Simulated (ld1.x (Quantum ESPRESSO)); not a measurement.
# An all-electron radial function and its pseudo partner (phosphorus)

Columns: radius, all-electron u(r) and pseudo u(r) of the 3s shell (level -16.19 eV) of phosphorus in the configuration [Ne] 3s2 3p2.75; LDA (PZ), scalar-relativistic, TM scheme, ld1.x (Quantum ESPRESSO) 7.5.

```json
{"r (bohr)": "0.070", "all-electron": "0.1903", "pseudo": "0.0216"}
{"r (bohr)": "0.140", "all-electron": "-0.0050", "pseudo": "0.0438"}
{"r (bohr)": "0.210", "all-electron": "-0.2157", "pseudo": "0.0671"}
{"r (bohr)": "0.280", "all-electron": "-0.3447", "pseudo": "0.0920"}
{"r (bohr)": "0.350", "all-electron": "-0.3844", "pseudo": "0.1193"}
{"r (bohr)": "0.420", "all-electron": "-0.3536", "pseudo": "0.1496"}
{"r (bohr)": "0.490", "all-electron": "-0.2748", "pseudo": "0.1833"}
{"r (bohr)": "0.560", "all-electron": "-0.1675", "pseudo": "0.2212"}
{"r (bohr)": "0.630", "all-electron": "-0.0463", "pseudo": "0.2636"}
{"r (bohr)": "0.700", "all-electron": "0.0781", "pseudo": "0.3107"}
{"r (bohr)": "0.770", "all-electron": "0.1987", "pseudo": "0.3624"}
{"r (bohr)": "0.840", "all-electron": "0.3107", "pseudo": "0.4178"}
{"r (bohr)": "0.910", "all-electron": "0.4117", "pseudo": "0.4759"}
{"r (bohr)": "0.980", "all-electron": "0.5002", "pseudo": "0.5347"}
{"r (bohr)": "1.050", "all-electron": "0.5758", "pseudo": "0.5918"}
{"r (bohr)": "1.120", "all-electron": "0.6388", "pseudo": "0.6449"}
{"r (bohr)": "1.190", "all-electron": "0.6898", "pseudo": "0.6915"}
{"r (bohr)": "1.260", "all-electron": "0.7296", "pseudo": "0.7298"}
{"r (bohr)": "1.330", "all-electron": "0.7591", "pseudo": "0.7591"}
{"r (bohr)": "1.400", "all-electron": "0.7794", "pseudo": "0.7794"}
{"r (bohr)": "1.470", "all-electron": "0.7915", "pseudo": "0.7915"}
{"r (bohr)": "1.540", "all-electron": "0.7965", "pseudo": "0.7965"}
{"r (bohr)": "1.610", "all-electron": "0.7953", "pseudo": "0.7953"}
{"r (bohr)": "1.680", "all-electron": "0.7888", "pseudo": "0.7888"}
{"r (bohr)": "1.750", "all-electron": "0.7778", "pseudo": "0.7778"}
{"r (bohr)": "1.820", "all-electron": "0.7631", "pseudo": "0.7631"}
```

Task: How many radial nodes do the two functions have?

Result: The all-electron 3s function has n − l − 1 = 2; the pseudo-wave has 0, since the states of the same l below it are removed with the core.

Task: At about which radius was the pseudo-wave matched?

Result: 1.40 bohr. The columns agree to 0.0005 from 1.26 bohr on; several derivatives are matched, so the curves merge somewhat inside the radius.

Task: Is the pseudo-wave norm-conserving?

Result: Yes: the TM scheme keeps the norm inside the radius equal to the all-electron one, which fixes the energy derivative of the logarithmic derivative at the level.
